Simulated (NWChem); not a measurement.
System: SnF cation, singlet; SMILES [F][Sn+]

Results from NWChem. Low-valent species are run as closed-shell singlets; no triplet was tried in these runs. Coordinates come from a PBE0/def2-SVP optimisation. def2 effective core potentials on Sn; no spin-orbit coupling. B3LYP is NWChem's, with the RPA form of VWN correlation.

### Question
Order these runs by computing time, cheapest first, and give rough ratios: B3LYP/def2-SVP; B3LYP/def2-QZVP; B3LYP/def2-TZVP.

### Answer
B3LYP/def2-SVP (1), B3LYP/def2-TZVP (3), B3LYP/def2-QZVP (20). Ratios are rough, from one shared machine; the cheapest took around 5 core-seconds (rough). What differs between the cheapest and the dearest: highest occupied level (eV) -16.18 → -16.28; orbital gap (eV) 6.55 → 6.60.
